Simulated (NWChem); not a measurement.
Polarisability of SSn

```
Sn
S 1 2.2226
```
Charge 0, spin multiplicity 1.

All runs are NWChem calculations. The geometry was optimised at PBE0/def2-SVP with def2 effective core potentials on Sn, a minimum by its harmonic frequencies.

Basis set: def2-SVPD. Static limit.

Effective core potentials replace the inner electrons of Sn; spin-orbit coupling is left out. The correlated methods keep 9 core orbitals frozen. B3LYP has NWChem's definition, with VWN1-RPA local correlation. The structure started from a generated list of species. Coupled-cluster values serve here as a point of comparison, not as the truth.

One of these methods gave an isotropic polarisability of 64.65 bohr³. Which?
A) CCSD linear response
B) B3LYP
C) HF
D) PBE

B, B3LYP. The others give 63.66 (HF), 65.39 (PBE), 68.27 (CCSD linear response).
